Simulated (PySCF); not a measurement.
**`C[Si@H]1N[Si@H](C)P1`, C$_{2}$H$_{10}$NPSi$_{2}$**

Molfile (atoms numbered from 1):
```
C2H10NPSi2
     RDKit          3D

 16 16  0  0  0  0  0  0  0  0999 V2000
    2.8448    0.4597   -0.2411 C   0  0  0  0  0  0  0  0  0  0  0  0
    1.2097    0.2711    0.7032 Si  0  0  1  0  0  4  0  0  0  0  0  0
   -0.1564    0.8913   -0.1831 N   0  0  0  0  0  0  0  0  0  0  0  0
   -1.2417   -0.4458   -0.4499 Si  0  0  2  0  0  4  0  0  0  0  0  0
   -2.9518   -0.1918    0.3218 C   0  0  0  0  0  0  0  0  0  0  0  0
    0.1787   -1.7469    0.7443 P   0  0  0  0  0  0  0  0  0  0  0  0
    3.6629    0.0198    0.3189 H   0  0  0  0  0  0  0  0  0  0  0  0
    3.0763    1.5085   -0.3961 H   0  0  0  0  0  0  0  0  0  0  0  0
    2.8046   -0.0230   -1.2130 H   0  0  0  0  0  0  0  0  0  0  0  0
    1.2789    0.8653    2.0440 H   0  0  0  0  0  0  0  0  0  0  0  0
   -0.2920    1.8429   -0.4836 H   0  0  0  0  0  0  0  0  0  0  0  0
   -1.3357   -0.7511   -1.8849 H   0  0  0  0  0  0  0  0  0  0  0  0
   -3.4709    0.6271   -0.1650 H   0  0  0  0  0  0  0  0  0  0  0  0
   -2.8796    0.0351    1.3810 H   0  0  0  0  0  0  0  0  0  0  0  0
   -3.5596   -1.0830    0.2110 H   0  0  0  0  0  0  0  0  0  0  0  0
    0.8242   -2.2704   -0.3598 H   0  0  0  0  0  0  0  0  0  0  0  0
  1  2  1  0
  2  3  1  0
  3  4  1  0
  4  5  1  0
  4  6  1  0
  6  2  1  0
  1  7  1  0
  1  8  1  0
  1  9  1  0
  2 10  1  1
  3 11  1  0
  4 12  1  6
  5 13  1  0
  5 14  1  0
  5 15  1  0
  6 16  1  0
M  END
```

Method used: TDDFT B3LYP/def2-SVPD circular dichroism and optical rotation, one conformer, gas phase in PySCF. Geometry: GFN2-xTB.

Task: Draw the ECD and absorption spectra from the lowest 8 states, each a Gaussian of half-width 0.25 eV at 1/e height.

Result: 
```tsv
E (eV)	λ (nm)	Δε (L mol⁻¹ cm⁻¹)	ε (L mol⁻¹ cm⁻¹)
4.78	259	+0.04	18.4
4.93	251	+0.27	142
5.08	244	+0.74	533
5.23	237	0.00	982
5.38	230	-3.16	895
5.53	224	-4.98	419
5.68	218	-3.22	168
5.83	213	-1.48	486
5.98	207	-1.35	1960
6.13	202	-2.57	5120
6.28	197	-7.59	9040
```
Δε uses R in velocity form, ε uses f in length form. Only the states computed contribute, so the short-wavelength end is incomplete.
